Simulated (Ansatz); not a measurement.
Total energies of `COc1ccc(-c2ccc(-c3ccc(-c4ccc(-c5ccc(-c6ccc(-c7ccc(-c8ccc(C(F)=C(F)F)cc8)cc7)cc6)cc5)cc4)cc3)cc2)cc1` from Ansatz at PBE0-D4/def2-SVP, gas phase (1 Eh = 27.2114 eV = 2625.5 kJ/mol). The reference geometry is relaxed at r2SCAN-D4/def2-SVP.

```csv
state,geometry,energy (Eh)
charge 0 singlet,reference,-2335.04765
charge 1 doublet,reference,-2334.80510
charge -1 doublet,reference,-2335.08817
free C atom (triplet),–,-37.76066
free O atom (triplet),–,-74.92490
free F atom (doublet),–,-99.54906
free H atom (doublet),–,-0.50029
```

Single mean-field runs in def2-SVP are fitted with def2-universal-jkfit.

Work out the vertical ionisation energy to the doublet.

E(charge 1 doublet) − E(charge 0 singlet) = -2334.80510 − (-2335.04765) = 0.24255 Eh = 6.60 eV. For comparison, −ε of the highest occupied level is 5.79 eV at this level, 0.81 eV less.

Work out the vertical electron affinity, to the doublet.

E(charge 0 singlet) − E(charge -1 doublet) = -2335.04765 − (-2335.08817) = 0.04052 Eh = 1.10 eV. The basis lacks diffuse functions, which makes affinities too small.

Give the fundamental gap IE − EA, the Mulliken electronegativity (IE + EA)/2 and the hardness (IE − EA)/2.

From the values in Eh: IE − EA = 0.24255 − 0.04052 = 0.20203 Eh = 5.50 eV; (IE + EA)/2 = 3.85 eV; (IE − EA)/2 = 2.75 eV. The HOMO–LUMO gap of the same run is 3.94 eV, 1.56 eV smaller than the fundamental gap.

What is the binding energy per atom against free atoms?

Atoms: 51 × (-37.76066) + 1 × (-74.92490) + 3 × (-99.54906) + 35 × (-0.50029) = -2316.87589 Eh. Binding: -2316.87589 − (-2335.04765) = 18.17176 Eh = 494.48 eV, or 5.49 eV for each of 90 atoms (no zero-point energy, no counterpoise term).
